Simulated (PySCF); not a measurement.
## Cost of excited-state runs on `Clc1c2c(ccc1)C(=O)c1ccccc1C2=O`, C14H7ClO2

Bonds (- single, = double, # triple, : aromatic): O1=C2, C2-C3, C3:C4, C4:C5, C5:C6, C6:C7, C7:C8, C8-C9, C9=O10, C9-C11, C11:C12, C12-Cl13, C12:C14, C14:C15, C15:C16, C16:C17, C17-C2, C8:C3, C17:C11. C4 carries H18; C5 carries H19; C6 carries H20; C7 carries H21; C14 carries H22; C15 carries H23; C16 carries H24.

PySCF with density fitting, on 2 threads of an Arm Neoverse V1, shared host. Command: `OMP_NUM_THREADS=2 python excited_run.py task.json out`

How long does this run take, and how much memory?
- first hyperpolarisability, CAM-B3LYP/def2-SVPD; wavelengths [1064, 800] nm


| run | level | basis functions | wall time | peak memory (GiB) |
| --- | --- | --- | --- | --- |
| first hyperpolarisability | CAM-B3LYP/def2-SVPD | 409 | 5.2 min | 2.9 |

Times from a shared host are rough.
